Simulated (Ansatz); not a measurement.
The lowest singlet and triplet of CH2O (SMILES [CH]O); geometries from B3LYP-D3(BJ)/def2-TZVP, each state relaxed from the structure named, with no frequency check.
Singlet (charge 0, multiplicity 1):
```
atom    x (Å)    y (Å)    z (Å)
----  -------  -------  -------
C      0.7252   0.1901  -0.0012
O     -0.5735   0.0685   0.0017
H      1.1585  -0.8427  -0.0057
H     -0.9221  -0.8459  -0.0005
```

A positive gap puts the triplet lower; no zero-point energy. R- takes a restricted singlet. U- takes an unrestricted singlet (broken symmetry where lower, unprojected). The triplet is unrestricted in single-reference levels. Active spaces average the two states.

Correlated levels freeze the cores.

Run with Ansatz (Gaussian orbitals). Values without a source in brackets are computed.

```json
[
 {"level": "U-SVWN5/def2-TZVPP", "gap E(singlet) − E(triplet), vertical, at the singlet's geometry (eV)": "-1.398"},
 {"level": "R-B3LYP/def2-TZVPP", "gap E(singlet) − E(triplet), vertical, at the singlet's geometry (eV)": "-1.431"},
 {"level": "U-B3LYP/def2-TZVPP", "gap E(singlet) − E(triplet), vertical, at the singlet's geometry (eV)": "-1.431"},
 {"level": "U-wB97X-V/def2-TZVPP", "gap E(singlet) − E(triplet), vertical, at the singlet's geometry (eV)": "-1.522"},
 {"level": "R-wB97M-V/def2-TZVPP", "gap E(singlet) − E(triplet), vertical, at the singlet's geometry (eV)": "(withheld)"},
 {"level": "R-MP2/cc-pVDZ", "gap E(singlet) − E(triplet), vertical, at the singlet's geometry (eV)": "-1.434"},
 {"level": "U-CCSD/cc-pVDZ (spin-contaminated)", "gap E(singlet) − E(triplet), vertical, at the singlet's geometry (eV)": "-1.496"},
 {"level": "R-CCSD(T)/cc-pVQZ", "gap E(singlet) − E(triplet), vertical, at the singlet's geometry (eV)": "(withheld)"},
 {"level": "FIC-NEVPT4(SD) on SA-CASSCF(2,2)/cc-pVTZ", "gap E(singlet) − E(triplet), vertical, at the singlet's geometry (eV)": "-1.515"}
]
```

Task: Some entries are withheld; supply them.

Result: 
- R-wB97M-V/def2-TZVPP, gap E(singlet) − E(triplet), vertical, at the singlet's geometry (eV): -1.608
- R-CCSD(T)/cc-pVQZ, gap E(singlet) − E(triplet), vertical, at the singlet's geometry (eV): -1.556

Doubts at one or more of the structures used: a restricted determinant that unrestricted orbitals would lower (R-MP2/cc-pVDZ, R-CCSD(T)/cc-pVQZ); T1 above 0.05 (U-CCSD/cc-pVDZ (spin-contaminated)).

Ansatz is a quantum-chemistry and plane-wave program.
